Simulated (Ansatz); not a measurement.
Mulliken charges of CH4FOSn, SMILES `[CH3][Sn]([OH])[F]` radical from ωB97M-V/def2-TZVPP in Ansatz (PBE0-D4/def2-TZVP geometry).

```tsv
atom	x (Å)	y (Å)	z (Å)	charge (e)
C1	0.358	1.043	-0.794	-0.586
Sn2	-0.841	-0.634	-0.110	0.963
O3	-0.645	-0.615	1.850	-0.534
F4	0.164	-2.227	-0.585	-0.499
H5	0.325	1.796	-0.008	0.162
H6	-0.025	1.433	-1.733	0.146
H7	1.364	0.640	-0.915	0.170
H8	-0.606	-1.494	2.239	0.176
```

By hand: the dipole of these point charges (1 e Å = 4.8032 D).

Σ q r = (-0.583, 0.564, -0.352) e Å, of length 0.884 e Å = 4.25 D.

How does the dipole of the full density compare? (An estimate is asked.)

Ansatz gave: (-0.237, 0.365, -0.174) e Å, 2.25 D; the point charges give 1.89 times that, at 12° from its direction.

Point charges leave out the atoms' own dipoles, such as those of lone pairs, and Mulliken's split depends on the basis, so the two needn't agree.
